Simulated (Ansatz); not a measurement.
`O[SiH2]N[Si](O)(Cl)Cl` at its PBE0-D4/def2-TZVP geometry, where that method's forces vanish. Total charge 0; spin multiplicity 1.

```xyz
12

O     0.9716   -1.3142    1.0522
Si    0.5350   -1.2864   -0.5486
N    -0.7062   -0.1068   -0.6734
Si   -0.7578    1.4334    0.0622
O     0.3345    1.4881    1.2545
Cl   -0.3211    2.9545   -1.2189
Cl   -2.6658    1.7633    0.7121
H     1.8601   -1.6155    1.2514
H     1.7561   -0.9669   -1.3319
H    -0.0345   -2.5781   -1.0039
H    -1.5377   -0.3918   -1.1705
H     0.5659    0.6205    1.6148
```

Problem. What forces (eV/Å) does PBE-D4/def2-TZVPP give on these atoms in Ansatz? (Best estimate.)

Solution. The calculation gave: 
```
O1  -0.286  0.108  0.408
Si2  0.080 -0.122 -0.319
N3   0.008 -0.076 -0.058
Si4 -0.184  0.103 -0.141
O5   0.296  0.437  0.274
Cl6  0.081  0.248 -0.206
Cl7 -0.318  0.048  0.106
H8   0.418 -0.132  0.103
H9   0.142  0.035 -0.098
H10 -0.079 -0.145 -0.065
H11 -0.277 -0.102 -0.164
H12  0.119 -0.402  0.161
```
